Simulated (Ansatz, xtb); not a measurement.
# Two isomers of C4H3Cl2F

Structure I is `F[C@]1(Cl)C=C1CCl`, a singlet and structure II is `F[C@H](Cl)C#CCCl`, a singlet. Both are isolated molecules in the gas phase, relaxed with B3LYP/def2-SVP, each in the lowest conformer that the search found.

I (Å):

```json
{"atom": "C", "x (Å)": "-1.2249", "y (Å)": "-0.6130", "z (Å)": "-0.9311"}
{"atom": "C", "x (Å)": "-0.8330", "y (Å)": "-0.2283", "z (Å)": "-2.2772"}
{"atom": "C", "x (Å)": "-0.0162", "y (Å)": "0.1172", "z (Å)": "-1.3040"}
{"atom": "C", "x (Å)": "1.2018", "y (Å)": "0.7835", "z (Å)": "-0.8143"}
{"atom": "Cl", "x (Å)": "-2.5807", "y (Å)": "0.1769", "z (Å)": "-0.0510"}
{"atom": "Cl", "x (Å)": "2.1601", "y (Å)": "1.5399", "z (Å)": "-2.1391"}
{"atom": "F", "x (Å)": "-1.1638", "y (Å)": "-1.9113", "z (Å)": "-0.5135"}
{"atom": "H", "x (Å)": "-1.0788", "y (Å)": "-0.2188", "z (Å)": "-3.3372"}
{"atom": "H", "x (Å)": "1.8500", "y (Å)": "0.0615", "z (Å)": "-0.2955"}
{"atom": "H", "x (Å)": "0.9316", "y (Å)": "1.5716", "z (Å)": "-0.0947"}
```

II (Å):

```yaml
atoms:
  - { symbol: C, position_ang: [-0.2193, -3.8550, -1.3268] }
  - { symbol: C, position_ang: [0.2526, -2.4936, -1.1194] }
  - { symbol: C, position_ang: [0.6258, -1.3488, -0.9849] }
  - { symbol: C, position_ang: [1.0867, 0.0138, -0.7970] }
  - { symbol: Cl, position_ang: [0.9774, -5.0506, -0.6784] }
  - { symbol: Cl, position_ang: [0.8094, 1.0562, -2.2578] }
  - { symbol: F, position_ang: [-1.4212, -4.0621, -0.7230] }
  - { symbol: H, position_ang: [-0.3219, -4.0858, -2.3982] }
  - { symbol: H, position_ang: [0.5602, 0.4923, 0.0415] }
  - { symbol: H, position_ang: [2.1665, 0.0372, -0.5895] }
```

Quicker runs give these differences E(II) − E(I): GFN2-xTB −44.9 kJ/mol; HF/STO-3G −48.0 kJ/mol (at GFN2-xTB geometries); r2SCAN-D4/def2-SVP −1.2 kJ/mol (at GFN2-xTB geometries).

Question: Estimate E(II) − E(I) at the level CCSD(T)/def2-SVP + ΔMP2/def2-TZVPP.

Answer: Calculated at CCSD(T)/def2-SVP + ΔMP2/def2-TZVPP: E(II) − E(I) = −32.0 kJ/mol, so structure II lies lower.

The same difference at several levels:

```json
{"level": "GFN2-xTB", "geometry": "GFN2-xTB", "E(II) − E(I) (kJ/mol)": "−44.9", "departure from the last row (kJ/mol)": "−13.0", "job, with rough time for the two": "optimisation, 0.2 s"}
{"level": "HF/STO-3G", "geometry": "GFN2-xTB", "E(II) − E(I) (kJ/mol)": "−48.0", "departure from the last row (kJ/mol)": "−16.1", "job, with rough time for the two": "single point, 0.65 s"}
{"level": "r2SCAN-D4/def2-SVP", "geometry": "GFN2-xTB", "E(II) − E(I) (kJ/mol)": "−1.2", "departure from the last row (kJ/mol)": "+30.7", "job, with rough time for the two": "single point, 4.2 s"}
{"level": "B3LYP/def2-SVP", "geometry": "B3LYP/def2-SVP", "E(II) − E(I) (kJ/mol)": "−22.0", "departure from the last row (kJ/mol)": "+9.9", "job, with rough time for the two": "optimisation, 86 s"}
{"level": "HF/def2-SVP", "geometry": "B3LYP/def2-SVP", "E(II) − E(I) (kJ/mol)": "−36.0", "departure from the last row (kJ/mol)": "−4.1", "job, with rough time for the two": "part of the CCSD(T) run"}
{"level": "MP2/def2-SVP", "geometry": "B3LYP/def2-SVP", "E(II) − E(I) (kJ/mol)": "−19.6", "departure from the last row (kJ/mol)": "+12.4", "job, with rough time for the two": "part of the CCSD(T) run"}
{"level": "CCSD(T)/def2-SVP", "geometry": "B3LYP/def2-SVP", "E(II) − E(I) (kJ/mol)": "−22.7", "departure from the last row (kJ/mol)": "+9.2", "job, with rough time for the two": "single point"}
{"level": "CCSD(T)/def2-SVP + ΔMP2/def2-TZVPP", "geometry": "B3LYP/def2-SVP", "E(II) − E(I) (kJ/mol)": "−32.0", "departure from the last row (kJ/mol)": "", "job, with rough time for the two": "single point, 60 s"}
```

As drawn, II has 1 C≡C in place of 1 C–C, 1 C=C. Structure I has a 3-membered ring, II no ring.

r2SCAN-D4/def2-SVP finds them nearly level. The largest departure from CCSD(T)/def2-SVP + ΔMP2/def2-TZVPP is that of r2SCAN-D4/def2-SVP, 30.7 kJ/mol. The last row adds to CCSD(T) the change of the MP2 difference between the two basis sets, here −9.2 kJ/mol.

With thermal terms from frequencies at re-optimised GFN2-xTB minima (ideal gas, soft modes damped towards free rotors, one conformer each, 298.15 K, 1 atm): the zero-point term adds +0.6 kJ/mol; ΔH is −29.9 and ΔG −34.9 kJ/mol.

The correlated steps freeze 15 core orbitals. Codes used: Ansatz 0.2.0, xtb 6.7.1; the last row on 2 threads of Intel(R) Xeon(R) Processor @ 2.70GHz on a shared host.
